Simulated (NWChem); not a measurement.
The numbers come from NWChem runs, not from measurements. System: IIn, charge 0, spin multiplicity 1, optimised in this run. The structure started from a generated list of species. Level: B3LYP/def2-SVP with def2 effective core potentials on In, I.

Job file:

```
start mol
memory heap 200 mb stack 900 mb global 1100 mb
geometry units angstroms
  In     0.000000     0.000000    -1.449297
  I      0.000000     0.000000     1.339916
  symmetry group C2v
end
basis spherical
  * library def2-svp
end
ecp
  In library def2-ecp
  I library def2-ecp
end
dft
  xc b3lyp
  semidirect memsize 60000000 filesize 0
  iterations 100
  grid fine
  convergence energy 1e-8
end
driver
  maxiter 80
end
task dft optimize
task dft freq numerical
```

NWChem printed:

```
             Northwest Computational Chemistry Package (NWChem) 7.3.0
             --------------------------------------------------------

                                NWChem Input Module
                                -------------------

 Scaling coordinates for geometry "geometry" by  1.889725989
 (inverse scale =  0.529177249)

 Turning off AUTOSYM since
 SYMMETRY directive was detected!

          ------
          auto-z
          ------

                             Geometry "geometry" -> ""
                             -------------------------

 Output coordinates in angstroms (scale by  1.889725989 to convert to a.u.)

  No.       Tag          Charge          X              Y              Z
 ---- ---------------- ---------- -------------- -------------- --------------
    1 In                  49.0000     0.00000000     0.00000000    -1.44929695
    2 I                   53.0000     0.00000000     0.00000000     1.33991605

 Effective nuclear repulsion energy (a.u.)     492.7100639687

            Nuclear Dipole moment (a.u.)
            ----------------------------
        X                 Y               Z
 ---------------- ---------------- ----------------
     0.0000000000     0.0000000000     0.0000000000

      Symmetry information
      --------------------

 Group name             C2v
 Group number             16
 Group order               4
 No. of unique centers     2

      Symmetry unique atoms

     1    2


 Summary of "ao basis" -> "" (spherical)
 ------------------------------------------------------------------------------
       Tag                 Description            Shells   Functions and Types
 ---------------- ------------------------------  ------  ---------------------
 *                          def2-svp                  on all atoms

                           NWChem Geometry Optimization
                           ----------------------------

 maximum gradient threshold         (gmax) =   0.000450
 rms gradient threshold             (grms) =   0.000300
 maximum cartesian step threshold   (xmax) =   0.001800
 rms cartesian step threshold       (xrms) =   0.001200
 fixed trust radius                (trust) =   0.300000
 maximum step size to saddle      (sadstp) =   0.100000
 energy precision                  (eprec) =   5.0D-06
 maximum number of steps          (nptopt) =   80
 initial hessian option           (inhess) =    0
 line search option               (linopt) =    1
 hessian update option            (modupd) =    1
 saddle point option              (modsad) =    0
 initial eigen-mode to follow     (moddir) =    0
 initial variable to follow       (vardir) =    0
 follow first negative mode     (firstneg) =    T
 apply conjugacy                    (opcg) =    F
 source of zmatrix                         =   autoz

          -------------------
          Energy Minimization
          -------------------

 Names of Z-matrix variables
    1

 Variables with the same non-blank name are constrained to be equal

 Using diagonal initial Hessian
 Scaling for Hessian diagonals: bonds = 1.00  angles = 0.25  torsions = 0.10

          --------
          Step   0
          --------

                         Geometry "geometry" -> "geometry"
                         ---------------------------------

 Output coordinates in angstroms (scale by  1.889725989 to convert to a.u.)

  No.       Tag          Charge          X              Y              Z
 ---- ---------------- ---------- -------------- -------------- --------------
    1 In                  49.0000     0.00000000     0.00000000    -1.44929695
    2 I                   53.0000     0.00000000     0.00000000     1.33991605

 Effective nuclear repulsion energy (a.u.)     492.7100639687

            Nuclear Dipole moment (a.u.)
            ----------------------------
        X                 Y               Z
 ---------------- ---------------- ----------------
     0.0000000000     0.0000000000     0.0000000000

      Symmetry information
      --------------------

 Group name             C2v
 Group number             16
 Group order               4
 No. of unique centers     2

      Symmetry unique atoms

     1    2

                                 NWChem DFT Module
                                 -----------------

 Summary of "ao basis" -> "ao basis" (spherical)
 ------------------------------------------------------------------------------
       Tag                 Description            Shells   Functions and Types
 ---------------- ------------------------------  ------  ---------------------
 In                         def2-svp                10       26   4s4p2d
 I                          def2-svp                10       26   4s4p2d

 Summary of "ao basis" -> "ao basis" (spherical)
 ------------------------------------------------------------------------------
       Tag                 Description            Shells   Functions and Types
 ---------------- ------------------------------  ------  ---------------------
 In                         def2-svp                10       26   4s4p2d
 I                          def2-svp                10       26   4s4p2d

      Symmetry analysis of basis
      --------------------------

        a1         24
        a2          4
        b1         12
        b2         12

  itol2e modified to match energy
  convergence criterion.
  tol_rho modified to match energy
  convergence criterion.

            General Information
            -------------------
          SCF calculation type: DFT
          Wavefunction type:  closed shell.
          No. of atoms     :     2
[...]
   1 In      0.000000   0.000000  -2.769233    0.000000   0.000000  -0.000648
   2 I       0.000000   0.000000   2.572533   -0.000000  -0.000000   0.000648

 atom:   2 xyz: 3(-) wall time:      30.7      date:

                                 NWChem DFT Module
                                 -----------------

   convergence    iter        energy       DeltaE   RMS-Dens  Diis-err    time
 ---------------- ----- ----------------- --------- --------- ---------  ------
 d= 0,ls=0.0,diis     1   -488.0802439047 -5.87D+02  9.62D-05  7.55D-05    31.1
 d= 0,ls=0.0,diis     2   -488.0802449736 -1.07D-06  2.21D-05  3.21D-07    31.2
 d= 0,ls=0.0,diis     3   -488.0802449918 -1.82D-08  9.17D-06  1.94D-07    31.4
 d= 0,ls=0.0,diis     4   -488.0802450269 -3.51D-08  2.53D-06  8.84D-09    31.5
 d= 0,ls=0.0,diis     5   -488.0802450283 -1.40D-09  7.90D-07  5.06D-10    31.6

         Total DFT energy =     -488.080245028295
      One electron energy =    -1050.672732408697
           Coulomb energy =      503.066946560364
    Exchange-Corr. energy =      -39.125913767527
 Nuclear repulsion energy =       98.651454587566

 Numeric. integr. density =       46.000000003199

     Total iterative time =      0.9s

                         DFT ENERGY GRADIENTS

    atom               coordinates                        gradient
                 x          y          z           x          y          z
   1 In      0.000000   0.000000  -2.769233    0.000000   0.000000   0.000660
   2 I       0.000000   0.000000   2.552533   -0.000000  -0.000000  -0.000660

  finite difference hessian delta =    1.0000000000000000E-002

              1        2        3        4        5        6
    1    0.0000   0.0000   0.0000  -0.0000   0.0000   0.0000
    2    0.0000   0.0000   0.0000   0.0000  -0.0000   0.0000
    3    0.0000   0.0000   0.0654   0.0000   0.0000  -0.0654
    4   -0.0000   0.0000   0.0000   0.0000   0.0000   0.0000
    5    0.0000  -0.0000   0.0000   0.0000   0.0000   0.0000
    6    0.0000   0.0000  -0.0654   0.0000   0.0000   0.0654

  finite difference derivative dipole; delta =    1.0000000000000000E-002

 X vector of derivative dipole (au) [debye/angstrom]
 d_dipole_x/<atom=   1,x> =     0.2717     [    1.3050]
 d_dipole_x/<atom=   1,y> =     0.0000     [    0.0000]
 d_dipole_x/<atom=   1,z> =     0.0000     [    0.0000]
 d_dipole_x/<atom=   2,x> =    -0.2717     [   -1.3050]
 d_dipole_x/<atom=   2,y> =     0.0000     [    0.0000]
 d_dipole_x/<atom=   2,z> =     0.0000     [    0.0000]

 Y vector of derivative dipole (au) [debye/angstrom]
 d_dipole_y/<atom=   1,x> =     0.0000     [    0.0000]
 d_dipole_y/<atom=   1,y> =     0.2717     [    1.3050]
 d_dipole_y/<atom=   1,z> =     0.0000     [    0.0000]
 d_dipole_y/<atom=   2,x> =     0.0000     [    0.0000]
 d_dipole_y/<atom=   2,y> =    -0.2717     [   -1.3050]
 d_dipole_y/<atom=   2,z> =     0.0000     [    0.0000]

 Z vector of derivative dipole (au) [debye/angstrom]
 d_dipole_z/<atom=   1,x> =     0.0000     [    0.0000]
 d_dipole_z/<atom=   1,y> =     0.0000     [    0.0000]
 d_dipole_z/<atom=   1,z> =     1.3634     [    6.5488]
 d_dipole_z/<atom=   2,x> =     0.0000     [    0.0000]
 d_dipole_z/<atom=   2,y> =     0.0000     [    0.0000]
 d_dipole_z/<atom=   2,z> =    -1.3634     [   -6.5488]

  triangle hessian written to ./mol.hess
  derivative dipole written to ./mol.fd_ddipole

 Deleting state for dft with suffix hess
        ./mol.movecs

  Vibrational analysis via the FX method

  See chapter 2 in "Molecular Vibrations" by Wilson, Decius and Cross

  Vib: Default input used

 ---------------------------- Atom information ----------------------------
     atom    #        X              Y              Z            mass
 --------------------------------------------------------------------------
    In       1  0.0000000D+00  0.0000000D+00 -2.7692332D+00  1.1490410D+02
    I        2  0.0000000D+00  0.0000000D+00  2.5625333D+00  1.2690040D+02
 --------------------------------------------------------------------------

          ----------------------------------------------------
          MASS-WEIGHTED NUCLEAR HESSIAN (Hartree/Bohr/Bohr/Kamu)
          ----------------------------------------------------

               1            2            3            4            5            6
   ----- ----- ----- ----- -----
    1    1.56552D-04
    2    0.00000D+00  1.56552D-04
    3    0.00000D+00  0.00000D+00  5.69433D-01
    4   -1.48969D-04  0.00000D+00  0.00000D+00  1.41753D-04
    5    0.00000D+00 -1.48969D-04  0.00000D+00  0.00000D+00  1.41753D-04
    6    0.00000D+00  0.00000D+00 -5.41849D-01  0.00000D+00  0.00000D+00  5.15602D-01


 ----------------------------------------------------------------------------
 Normal Eigenvalue ||         Derivative Dipole Moments (debye/angs)
  Mode   [cm**-1]  ||      [d/dqX]             [d/dqY]           [d/dqZ]
 ------ ---------- || ------------------ ------------------ -----------------
    1       -0.011 ||       0.000               0.000             0.000
    2       -0.001 ||       0.000               0.000             0.000
    3       -0.001 ||       0.000               0.000             0.000
    4        2.808 ||       0.000               0.168             0.000
    5        2.808 ||       0.168               0.000             0.000
    6      169.327 ||       0.000               0.000            -0.843
 ----------------------------------------------------------------------------

 ----------------------------------------------------------------------------
 Normal Eigenvalue ||                 Infra Red Intensities
  Mode   [cm**-1]  || [atomic units] [(debye/angs)**2] [(KM/mol)] [arbitrary]
 ------ ---------- || -------------- ----------------- ---------- -----------
    1       -0.011 ||    0.000000           0.000         0.000       0.000
    2       -0.001 ||    0.000000           0.000         0.000       0.000
    3       -0.001 ||    0.000000           0.000         0.000       0.000
    4        2.808 ||    0.001224           0.028         1.193       2.207
    5        2.808 ||    0.001224           0.028         1.193       2.207
    6      169.327 ||    0.030827           0.711        30.052      55.585
 ----------------------------------------------------------------------------

        Vibrational analysis via the FX method
  --- with translations and rotations projected out ---
  --- via the Eckart algorithm                      ---
 Dependent rotation vector no.                    3
  found in ECKART; assuming linear geometry
 Projected Nuclear Hessian trans-rot subspace norm:4.8148D-35
                         (should be close to zero!)

          --------------------------------------------------------
          MASS-WEIGHTED PROJECTED HESSIAN (Hartree/Bohr/Bohr/Kamu)
          --------------------------------------------------------

               1            2            3            4            5            6
   ----- ----- ----- ----- -----
    1    0.00000D+00
    2    0.00000D+00  0.00000D+00
    3    0.00000D+00  0.00000D+00  5.69433D-01
    4   -2.80583D-20  0.00000D+00  0.00000D+00  0.00000D+00
    5    0.00000D+00  0.00000D+00  0.00000D+00  0.00000D+00  0.00000D+00
    6    0.00000D+00  0.00000D+00 -5.41849D-01  0.00000D+00  0.00000D+00  5.15602D-01

 center of mass
 --------------
 x =   0.00000000 y =   0.00000000 z =   0.02890868

 moments of inertia (a.u.)
 ------------------
        1714.258733052007           0.000000000000           0.000000000000
           0.000000000000        1714.258733052007           0.000000000000
           0.000000000000           0.000000000000           0.000000000000

 Rotational Constants
 --------------------
 A=   0.000000 cm-1  (  0.000000 K)
 B=   0.035117 cm-1  (  0.050525 K)
 C=   0.035117 cm-1  (  0.050525 K)

 Temperature                      =   298.15K
 frequency scaling parameter      =   1.0000

 Linear Molecule

 Zero-Point correction to Energy  =    0.242 kcal/mol  (  0.000386 au)
 Thermal correction to Energy     =    2.105 kcal/mol  (  0.003355 au)
 Thermal correction to Enthalpy   =    2.698 kcal/mol  (  0.004299 au)

 Total Entropy                    =   64.006 cal/mol-K
   - Translational                =   42.331 cal/mol-K (mol. weight = 241.8045)
   - Rotational                   =   19.233 cal/mol-K (symmetry #  =        1)
   - Vibrational                  =    2.442 cal/mol-K

 Cv (constant volume heat capacity) =    6.845 cal/mol-K
   - Translational                  =    2.979 cal/mol-K
   - Rotational                     =    1.986 cal/mol-K
   - Vibrational                    =    1.879 cal/mol-K


 ----------------------------------------------------------------------------
 Normal Eigenvalue ||    Projected Derivative Dipole Moments (debye/angs)
  Mode   [cm**-1]  ||      [d/dqX]             [d/dqY]           [d/dqZ]
 ------ ---------- || ------------------ ------------------ -----------------
    1        0.000 ||       0.122               0.000             0.000
    2        0.000 ||       0.000               0.122             0.000
    3        0.000 ||      -0.116               0.000             0.000
    4        0.000 ||       0.000              -0.116             0.000
    5        0.000 ||       0.000               0.000             0.000
    6      169.327 ||       0.000               0.000            -0.843
 ----------------------------------------------------------------------------

 ----------------------------------------------------------------------------
 Normal Eigenvalue ||           Projected Infra Red Intensities
  Mode   [cm**-1]  || [atomic units] [(debye/angs)**2] [(KM/mol)] [arbitrary]
 ------ ---------- || -------------- ----------------- ---------- -----------
    1        0.000 ||    0.000642           0.015         0.626       1.158
    2        0.000 ||    0.000642           0.015         0.626       1.158
    3        0.000 ||    0.000582           0.013         0.567       1.049
    4        0.000 ||    0.000582           0.013         0.567       1.049
    5        0.000 ||    0.000000           0.000         0.000       0.000
    6      169.327 ||    0.030827           0.711        30.052      55.585
 ----------------------------------------------------------------------------

 Task  times  cpu:       25.8s     wall:       25.8s

 Total times  cpu:       33.0s     wall:       33.0s
```
